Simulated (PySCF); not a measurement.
# Solvent effects on NMR parameters

Bonds (- single, = double, # triple, : aromatic): C1=C2, C2-C3, C3=C4, C4-C5, C4-C6, C6=C7, C7-N8, N8-C9, N8-C10. C1 carries H11, H12; C2 carries H13; C3 carries H14; C5 carries H15, H16, H17; C6 carries H18; C7 carries H19; C9 carries H20, H21, H22; C10 carries H23, H24, H25. Stereochemistry as in C=C/C=C(C)/C=C/N(C)C. H11 is cis to C3; H12 is trans to C3.

GIAO PBE0/pcSseg-1 in PySCF on one PBE0-D3(BJ)/def2-SVP conformer, non-relativistic, equivalent nuclei averaged. Solvents enter as an IEF-PCM continuum (cyclohexane with ε = 2.0, chloroform with ε = 4.7) around the gas-phase geometry. Shifts are referred to TMS computed in the same medium.

In cyclohexane, δ in ppm: C7 144.9, C4 143.6, C2 141.5, C3 128.4, C1 116.5, C6 108.7, C9/C10 40.6, C5 13.6, H13 6.85, H19 6.20, H14 5.80, H11 5.15, H12 5.05, H18 4.99. Dipole moment 4.33 D.

(1) How does each δ change in the more polar medium?

(2) Which nuclei move most (in ppm), and what does the model miss?

Answers

(1) 
```
 atoms                                                  environment  Δδ, chloroform
    C7                               alkene carbon bearing nitrogen            +1.9
    C4                              fully substituted alkene carbon            +1.8
    C2                                                    alkene CH            +0.7
    C3                                                    alkene CH            -1.2
    C1                                         terminal =CH2 carbon            -0.6
    C6                β carbon of an enol-ether or enamine type C=C            -0.9
C9/C10                                    methyl carbon bonded to N            +0.2
    C5                                        allylic methyl carbon            +0.2
   H13                                     hydrogen on an alkene CH           +0.06
   H19                hydrogen on an alkene carbon bearing nitrogen           +0.15
   H14                                     hydrogen on an alkene CH            0.00
   H11                           hydrogen on a terminal =CH2 carbon           +0.01
   H12                           hydrogen on a terminal =CH2 carbon            0.00
   H18  hydrogen on a β carbon of an enol-ether or enamine type C=C           +0.02
```

Changes are relative to cyclohexane. The dipole moment becomes 4.86 D in chloroform.

(2) C7 (alkene carbon bearing nitrogen, +1.9 ppm) in chloroform. A continuum only polarises the solute; specific hydrogen bonds, the anisotropy of aromatic solvents and changes of geometry or conformer are outside it.
